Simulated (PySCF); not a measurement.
Ga(NHMe)(OH)2 (CH6GaNO2), SMILES [NH](C)[Ga]([OH])[OH].

The structure is a stationary point at B3LYP-D3(BJ)/def2-SVP. The values are those of a single conformer.

All values below come from PySCF with TDDFT-PBE/def2-SVPD.

Vertical excitations.  State labels are in the subgroup Cs.

```
state  symmetry  energy (eV)  λ (nm)      f                          main pairs
-----  --------  -----------  ------  -----  ----------------------------------
S1           A"         3.96     313  0.006                     HOMO→LUMO 100 %
S2           A"         5.45     227  0.000                    HOMO−1→LUMO 99 %
S3           A"         5.55     224  0.002                    HOMO→LUMO+2 99 %
S4           A"         5.80     214  0.000                   HOMO→LUMO+3 100 %
S5           A'         5.83     213  0.065                    HOMO→LUMO+1 86 %
S6           A"         6.17     201  0.048                    HOMO−2→LUMO 92 %
S7           A'         6.41     193  0.089  HOMO−3→LUMO 67 %, HOMO−4→LUMO 20 %
S8           A"         6.42     193  0.033                    HOMO→LUMO+4 90 %
S9           A'         6.52     190  0.124  HOMO−4→LUMO 69 %, HOMO−3→LUMO 17 %
S10          A"         6.69     185  0.011                    HOMO→LUMO+5 96 %
T1           A"         3.71     334      0                     HOMO→LUMO 100 %
T2           A'         4.97     249      0                    HOMO→LUMO+1 99 %
T3           A"         5.20     238      0                    HOMO−1→LUMO 99 %
T4           A"         5.49     226      0                    HOMO→LUMO+2 99 %
```
Triplets are in the Tamm–Dancoff approximation, which puts them higher than full response would, so one can lie above its singlet here.
